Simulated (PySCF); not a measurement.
# Electronic absorption of C4H9OPSi

C4H9OPSi.
SMILES: `O=[P@@H]1C=C([SiH3])CC1`

Theory: TDDFT B3LYP/def2-SVPD, vertical, gas phase, core orbitals frozen in the response in PySCF. Isolated species at its PBE0-D3(BJ)/def2-SVP geometry (one conformer only).

```
state  λ (nm)  E (eV)       f     main configurations (H = HOMO, L = LUMO)
   S1   250.2    4.96  0.0085                       H→L (84%), H-1→L (13%)
   S2   242.6    5.11  0.0032                       H-1→L (86%), H→L (13%)
   S3   196.8    6.30   0.291                                  H-2→L (88%)
   S4   192.0    6.46  0.0045                                  H→L+1 (92%)
   S5   187.3    6.62   0.017                                H-1→L+1 (93%)
   S6   184.9    6.71   0.012                                  H-3→L (93%)
   S7   178.4    6.95  0.0056                                H-2→L+1 (92%)
   S8   175.0    7.08   0.019         H→L+3 (47%), H→L+2 (30%), H→L+5 (9%)
   S9   173.6    7.14  0.0097  H-1→L+2 (33%), H-1→L+3 (26%), H-1→L+5 (21%)
  S10   171.1    7.25   0.020        H→L+3 (29%), H→L+2 (28%), H→L+4 (22%)
```

Triplets, Tamm–Dancoff:

| state | E (eV) | λ (nm) | main configurations (H = HOMO, L = LUMO) |
| --- | --- | --- | --- |
| T1 | 4.06 | 305.1 | H-2→L (72%), H→L (21%) |
| T2 | 4.70 | 263.7 | H→L (57%), H-1→L (28%), H-2→L (11%) |
| T3 | 5.03 | 246.7 | H-1→L (68%), H→L (19%), H-2→L (12%) |
| T4 | 6.25 | 198.4 | H-3→L (76%), H→L+1 (13%) |

The lowest singlet lies at 4.96 eV (250 nm, ultraviolet) and is weak; its leading configuration is HOMO→LUMO (84%). The strongest level in the table is S3 at 6.30 eV (197 nm, f = 0.291). Löwdin shares by element: HOMO oxygen 56%, carbon 18% or more, phosphorus 12%; LUMO carbon 61% or more, phosphorus 9%, silicon 8% (atoms not listed hold the other 22%). Of the 10 states listed, 5 reach f = 0.01 and none stays under 0.0005. Orbital energies (eV): HOMO-3 -9.41, HOMO-2 -8.09, HOMO-1 -7.54, HOMO -7.47, LUMO -1.49, LUMO+1 -0.22, LUMO+2 0.41. The listed states span 2.29 eV, and the widest gap between neighbours is 1.19 eV (S2 to S3). No computed singlet lies in the visible range (380 to 750 nm); the lowest, at 250 nm, stands 1.69 eV above its violet end (3.26 eV). The vertical ionisation energy (ΔSCF) is 9.50 eV, 2.25 eV above S10. The window holds the lowest 10 singlets.
